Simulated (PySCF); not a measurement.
Working with the constants of LiSb⁺

UHF-CCSD(T) constants of LiSb⁺, ⁴Σ⁻ (quartet), unpaired electrons σ ↑, π ↑↑ (PySCF, scalar-relativistic core potentials, basis sets Li aug-cc-pVDZ, Sb aug-cc-pVDZ-PP with ECP28; masses 7.0160 and 120.9038 u):

| Quantity | Value |
| --- | --- |
| ωe | 217.3 cm⁻¹ |
| ωexe | 2.82 cm⁻¹ |
| Be | 0.28787 cm⁻¹ |
| αe | 0.00493 cm⁻¹ |
| De to Li⁺ + Sb | 0.492 eV |

**Question.** What force constant and bond length do these constants imply?

**Answer.** Reduced mass μred = 6.6312 u; k = 5.8918×10⁻⁷·μred·ωe² (u, cm⁻¹, mdyn/Å) = 0.184 mdyn/Å; Re = √(16.8576/(μred·Be)) (u, cm⁻¹, Å) = 2.972 Å.

**Question.** Estimate the centrifugal constant D from the Kratzer relation and find the Dunham coefficient a1.

**Answer.** D = 4Be³/ωe² = 2.02e-06 cm⁻¹; a1 = −1 − αeωe/(6Be²) = -3.15.

Correlated steps freeze 4 core orbitals. Correlated levels converge slowly with the basis: in double zeta they bind strong bonds too weakly, by up to about 1 eV, and carry superposition errors of some tenths. These are scalar-relativistic numbers at best; spin–orbit coupling would shift them, the dissociation energy most. For an ion De counts to the pair picked by the measured ionisation energies or electron affinities, which need not be the lowest pair at this level. The state was picked by a PBE0 search and need not be the measured ground state.
